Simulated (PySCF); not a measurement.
A structure optimised at PBE-D3(BJ)/def2-SVP, used in a PySCF frequency run:

```xyz
4

Fe     0.0000     0.0000     0.0000
O      1.5674     0.0000     0.0000
O     -0.7837     1.3574     0.0000
O     -0.7837    -1.3574     0.0000
```

Problem. Write its SMILES, formula and point group.

Solution. [O]=[Fe](=[O])=[O], FeO₃, D3h

Problem. What are its rotational constants (standard atomic weights)?

Solution. 8.5716, 8.5716, 4.2858 GHz
